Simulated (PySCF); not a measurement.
GeCl2, SMILES [Cl][Ge][Cl] (connectivity only; charge and spin as stated), neutral, multiplicity 1.

Geometry: PBE0-D3(BJ)/def2-TZVP. The isomer is the one that the SMILES or the coordinates give; other isomers of the formula were not compared.

All values below come from PySCF with PBE0-D3(BJ)/def2-TZVP.

Frequencies are harmonic and unscaled.

Q: Give all harmonic wavenumbers and intensities. (Estimate from the structure and the level; the computed values follow.)

A: 
| mode | ν (cm⁻¹) | IR (km/mol) | moving atoms (share of kinetic energy) |
|---|---|---|---|
| 1 | 158 | 2.1 | Cl 81 %, Ge 19 % |
| 2 | 388 | 122.4 | Cl 64 %, Ge 36 % |
| 3 | 409 | 51.6 | Cl 69 %, Ge 31 % |
